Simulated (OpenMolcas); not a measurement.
An atom or ion with 34 electrons was computed by XMS-RASPT2, IPEA 0.25 Eh, imaginary shift 0.1 Eh with spin-orbit coupling (OpenMolcas, ANO-RCC-VTZP, DKH2). The lowest levels that the run gave, each within 12 % of the measured value where one is at hand:

| J | Parity | E (cm⁻¹) | g |
| --- | --- | --- | --- |
| 2 | even | 0.0 | 1.494 |
| 1 | even | 1803 | 1.501 |
| 0 | even | 2370 |  |
| 2 | even | 10050 | 1.007 |
| 0 | even | 23260 |  |

Q: Which ion is it, and what are the configurations and terms?

A: Se (Z = 34, neutral; active space 6 electrons in 9 orbitals (RAS2 4s 4p; RAS3 4d, at most 2 electrons)). J, parity and g give the terms where levels are pure, and mixed ones are named by the computed weights; the size of the splittings, set against known spectra of the 34-electron sequence, gives the charge. In order, with the measured energies in cm⁻¹ (NIST Handbook of Basic Atomic Spectroscopic Data): 4s² 4p⁴ ³P₂, 4s² 4p⁴ ³P₁ (1989), 4s² 4p⁴ ³P₀ (2534), 4s² 4p⁴ ¹D₂ (9576), 4s² 4p⁴ ¹S₀ (22446).

CASPT2 does not keep the components of a term degenerate, so their means are used; among the terms shown or strongly mixed into the levels shown the widest spread is 61 cm-1 (4s² 4p⁴ ¹D). Active for correlation alone: 4d; no level in the range computed is led by a configuration that fills it, so any true level of that kind is missing. Computed and measured levels are paired by configuration, term and J; levels that our copy of the source lacks, or whose pairing is in doubt (as where it misses far off the trend of its configuration), stay unpaired and out of the deviations. Levels of configurations outside the active space are missing.
